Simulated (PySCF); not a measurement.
# Worked example: refractive index and permittivity of the vapour

C₂H₇BO₃, SMILES O[C@@H](C)B(O)O.

The structure is a stationary point at PBE0-D3(BJ)/def2-SVP. The structure was generated by enumeration; whether it is a known compound was not checked. Other conformers were not sampled.

ωB97X/def2-TZVP (PySCF) gives a mean static polarisability of 48.8 bohr³ and a dipole moment of 1.47 D. Take an ideal gas at 298.15 K and 1 bar, whether or not the substance is that volatile.

Problem. Work out n − 1 in the optical limit and the static ε − 1.

Solution. 
Polarisability volume α' = 48.8 × 0.148185 = 7.23 Å³. Number density N = p/kT = 2.43e-5 Å⁻³.
Dilute limit of Lorentz–Lorenz: n − 1 = 2π N α' = 0.0011.
Orientation term of Debye: μ²/(3kT) = 8.098 Å³ × μ²(D²) = 17.50 Å³.
ε − 1 = 4π N (α' + μ²/3kT) = 0.0075. Orientation of the dipole supplies 71 % of the static response; it can't follow optical fields. Vibrational polarisation and dispersion are left out.
